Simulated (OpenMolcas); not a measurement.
**Lines of Ag4+: computed and rescaled rates**

| Item | Value |
| --- | --- |
| Program | OpenMolcas 26.06 |
| Method | MS-CASPT2, IPEA 0.25 Eh, imaginary shift 0.1 Eh (closed shells correlated: 4s 4p) |
| Basis | ANO-RCC-VQZP [8s7p5d3f2g1h] |
| Scalar Hamiltonian | DKH2, point nucleus |
| Active space | 7 electrons in 5 orbitals (4d) |
| State averaging | 2S+1 = 4 even, 10 roots; 2S+1 = 2 even, 40 roots |
| Spin-orbit coupling | state interaction with AMFI integrals over the reference wave functions, term energies averaged over their components |

Rates come from the transition moments of the reference wave functions (E1 and E2 in the length form). At fixed line strength A goes as λ^-3 for E1 and M1 and as λ^-5 for E2, so a rate at the computed wavelength can be rescaled to the measured one. Measured vacuum wavelengths follow from level energies in the list in Gamrath, thesis, University of Mons (2023). Branching counts decays inside the model space alone, at computed energies, and the table is only a selection of the E2 and M1 lines, drawn from those between levels with measured partners whose computed energy lies within a factor of 1.5 of the measured one.

```
               Upper              Lower  Type  λ computed (nm)  λ measured (nm)  A computed (s-1)  A rescaled (s-1)  Branching %
       4d⁷ ²D_5/2(1)         4d⁷ ⁴F_7/2    M1            473.9            483.8          1.28e+01                           79.1
       4d⁷ ²D_5/2(2)         4d⁷ ⁴P_5/2    M1            232.7            238.8          1.20e+01                           26.0
       4d⁷ ²D_3/2(2)      4d⁷ ²D_5/2(1)    M1            312.5            325.9          8.98e+00                           25.0
       4d⁷ ²D_5/2(2)         4d⁷ ²G_9/2    E2            242.4            250.6          8.70e+00          7.37e+00         18.9
       4d⁷ ²D_3/2(2)         4d⁷ ²G_7/2    E2            276.5              289          7.97e+00          6.39e+00         22.2
4d⁷ ²D_3/2(1) [69 %]         4d⁷ ⁴F_5/2    M1              406            411.2          7.94e+00                           42.5
          4d⁷ ²G_9/2         4d⁷ ⁴F_9/2    M1            585.5            592.6          5.77e+00                           84.5
          4d⁷ ²P_1/2         4d⁷ ⁴P_1/2    M1             1391             1328          3.92e+00                           84.4
          4d⁷ ²H_9/2         4d⁷ ²G_9/2    M1             1028             1053          3.09e+00                           66.4
          4d⁷ ²G_7/2         4d⁷ ⁴F_7/2    M1            590.6              597          2.04e+00                           50.2
          4d⁷ ²F_7/2         4d⁷ ²G_9/2    M1            492.1            507.1          1.94e+00                           26.9
          4d⁷ ²F_7/2         4d⁷ ²G_7/2    M1            590.9            619.1          1.92e+00                           26.7
          4d⁷ ²F_5/2         4d⁷ ⁴F_3/2    M1              349            363.1          1.59e+00                           39.3
          4d⁷ ⁴F_7/2         4d⁷ ⁴F_9/2    M1             2823             2710          1.47e+00          1.66e+00        100.0
          4d⁷ ²F_7/2         4d⁷ ⁴F_9/2    M1            267.4            273.3          1.33e+00                           18.5
          4d⁷ ²G_7/2         4d⁷ ⁴F_5/2    M1            673.6            683.7          1.12e+00                           27.7
          4d⁷ ⁴P_1/2  4d⁷ ⁴P_3/2 [65 %]    M1             3584             3493          7.63e-01          8.24e-01         92.4
          4d⁷ ²F_5/2         4d⁷ ²G_7/2    M1            663.1            704.6          7.55e-01                           18.6
          4d⁷ ⁴F_5/2         4d⁷ ⁴F_7/2    M1             4792             4706          5.08e-01          5.36e-01        100.0
         4d⁷ ²H_11/2         4d⁷ ²G_9/2    M1             1634             1768          3.80e-01                           79.5
   4d⁷ ⁴P_3/2 [65 %]         4d⁷ ⁴F_5/2    M1             1107             1192          3.37e-01                           63.6
          4d⁷ ⁴P_5/2         4d⁷ ⁴F_7/2    M1            847.1            892.1          3.05e-01                           55.5
   4d⁷ ⁴P_3/2 [65 %]         4d⁷ ⁴F_3/2    M1             1288             1407          1.82e-01                           34.3
          4d⁷ ⁴F_3/2         4d⁷ ⁴F_5/2    M1             7854             7802          1.28e-01          1.31e-01        100.0
         4d⁷ ²H_11/2         4d⁷ ⁴F_9/2    M1            431.1            443.8          9.36e-02                           19.6
```

Spin-changing lines and M1 lines between different terms are not rescaled, since their strength hangs on the term gaps too.

The largest correction is for 4d⁷ ²D_3/2(2) → 4d⁷ ²G_7/2 (E2): 7.97e+00 × (276.5 / 289)^5 = 6.39e+00 s-1, a factor of 0.80.

The computed rate and branching of 4d⁷ ⁴F_7/2 → 4d⁷ ⁴F_9/2 give the upper level a radiative lifetime of 1.000 / 1.47e+00 s-1 = 6.80e-01 s, counting decays inside the model space alone. The rescaled rate gives about 6.0e-01 s.

The computed order of these levels differs from the measured one in 1 place, and where term gaps are wrong the rates of spin-changing lines can be off by large factors.

These are rates of the free ion; in crystals, glasses and complexes forced electric-dipole and non-radiative decay shorten such lifetimes by orders of magnitude. No measured rate stands beside these. Rescaling mends the energy factor alone: line strengths can still be far off where a level mixes with configurations outside the active space, and weak or spin-changing lines hang on small mixing coefficients that depend on the term gaps too, so rescaling need not improve them.

Term energies are means over components that CASPT2 splits; among the terms shown or strongly mixed into the levels shown the widest spread is 590 cm-1 (4d⁷ ⁴F). Measured partners are found by configuration, term and J. A level has none where our copy of the source lacks it or the pairing is in doubt (some pairs that miss far off the trend of their configuration count as doubtful). Levels of configurations outside the active space are missing.

A share in square brackets marks a mixed level and gives the weight of the term that names it. A number in round brackets counts repeated terms of one configuration in the order of the reference energies.
